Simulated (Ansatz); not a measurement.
`[SiH3]CCS`: the same geometry under several functionals.

```yaml
crystal:
  periodic: [false, false, false]
  atoms:
    - {symbol: Si, position_ang: [0.121521, 1.774475, 0.098807]}
    - {symbol: C, position_ang: [-0.493300, 0.005798, 0.290787]}
    - {symbol: C, position_ang: [0.525859, -1.028745, -0.152734]}
    - {symbol: S, position_ang: [0.018090, -2.752763, 0.106110]}
    - {symbol: H, position_ang: [0.450492, 2.056544, -1.325238]}
    - {symbol: H, position_ang: [-0.919043, 2.736573, 0.548880]}
    - {symbol: H, position_ang: [1.351830, 1.980021, 0.910813]}
    - {symbol: H, position_ang: [-0.766399, -0.162497, 1.337049]}
    - {symbol: H, position_ang: [-1.416626, -0.102108, -0.288460]}
    - {symbol: H, position_ang: [0.798599, -0.895612, -1.201806]}
    - {symbol: H, position_ang: [1.449321, -0.938998, 0.425683]}
    - {symbol: H, position_ang: [-1.043444, -2.727888, -0.715788]}
basis:
  gaussian: {orbitals: def2-TZVPP}
hamiltonian: {xc: {name: PBE-QIDH}}
```

```sh
$ ansatz run in.yaml --threads 4 --pin off --events-out ev --progress --plain --max-ram 10444MiB
```

It prints (some lines left out):

```
Functional definition: PBE-QIDH
1461 factors; integrals over basis functions are off by at most 1.0e-3 eV
mean field evaluation 1: about -20894.1806 eV, gradient 3.4e1 eV
mean field evaluation 2: about -20894.3448 eV, gradient 3.4e1 eV
mean field evaluation 4: about -20897.3048 eV, gradient 3.4e0 eV
mean field evaluation 8: about -20897.3411 eV, gradient 2.2e-1 eV
mean field evaluation 16: about -20897.3412 eV, gradient 4.9e-5 eV
mean field -20897.34124299 eV, -767.9631259533 hartree, gradient 3.2e-6 eV, S^2 0.000000; 0 other end points of the search recorded, 0 dependent functions left out
12 core orbitals not correlated: weight in the atoms' cores, before any rotation towards them, 1.000 or more for the frozen orbitals, at most 0.000 for the correlated occupied ones
reference -20897.34125662 eV, -767.9631264541 hartree; 13, 13 occupied and 233, 233 virtual orbitals, 1461 factors
second order -20.39055159 eV of doubles, -0.00000000 eV of singles
Total energy: -20904.13810715 eV, -768.2129061040 hartree
```

Run time 4.4 s (4 threads of an Arm Neoverse V2 on a shared host); peak host memory 0.66 GiB.

The same input with `hamiltonian: {xc: pbe0, dispersion: d4}` (abridged; 2.4 s):

```
Functional definition: PBE0
mean field evaluation 16: about -20909.0180 eV, gradient 2.4e-5 eV
mean field -20909.01804481 eV, -768.3922405051 hartree, gradient 2.4e-5 eV, S^2 0.000000
Total energy: -20909.23000892 eV, -768.4000300425 hartree
```

Changing it to `hamiltonian: {xc: {name: B97M-V}}` (abridged; 7 s):

```
Functional definition: B97M-V
mean field evaluation 16: about -20914.1848 eV, gradient 2.6e-4 eV
mean field -20914.18478008 eV, -768.5821145243 hartree, gradient 2.0e-5 eV, S^2 0.000000
Total energy: -20914.18484762 eV, -768.5821170065 hartree
```

With the line `hamiltonian: {xc: pbe, dispersion: d4}` and forces (abridged; 2.1 s):

```
Functional definition: PBE
mean field evaluation 16: about -20906.8007 eV, gradient 6.2e-4 eV
mean field -20906.80065086 eV, -768.3107527807 hartree, gradient 4.1e-5 eV, S^2 0.000000
Total energy: -20907.05142623 eV, -768.3199686056 hartree
Atom 0 force     0.006465     0.045402    -0.004276 eV/Å
Atom 1 force     0.008345     0.044654     0.001908 eV/Å
Atom 2 force    -0.016789     0.077681    -0.026699 eV/Å
Atom 3 force     0.137963    -0.341938     0.223530 eV/Å
Atom 4 force     0.035618     0.033916    -0.140612 eV/Å
Atom 5 force    -0.100912     0.104840     0.044361 eV/Å
Atom 6 force     0.124571     0.024476     0.078726 eV/Å
Atom 7 force    -0.062162    -0.030405     0.200708 eV/Å
Atom 8 force    -0.180474    -0.021643    -0.104926 eV/Å
Atom 9 force     0.067681     0.037791    -0.214364 eV/Å
Atom 10 force     0.190186     0.011353     0.110320 eV/Å
Atom 11 force    -0.210491     0.013873    -0.168676 eV/Å
Dipole moment:    -0.099853     0.158103    -0.099591 e Å
```

Changing it to `hamiltonian: {xc: {name: BHLYP}, dispersion: d4}` (abridged; 2.5 s):

```
Functional definition: BHLYP
mean field evaluation 16: about -20917.4130 eV, gradient 3.8e-5 eV
mean field -20917.41299545 eV, -768.7007492511 hartree, gradient 3.8e-5 eV, S^2 0.000000
Total energy: -20917.71246590 eV, -768.7117545870 hartree
```

Changing it to `hamiltonian: {xc: {name: BLYP}, dispersion: d4}` (abridged; 1.7 s):

```
Functional definition: BLYP
mean field evaluation 16: about -20917.1616 eV, gradient 5.0e-4 eV
mean field -20917.16162559 eV, -768.6915115792 hartree, gradient 6.9e-5 eV, S^2 0.000000
Total energy: -20917.71685349 eV, -768.7119158281 hartree
```
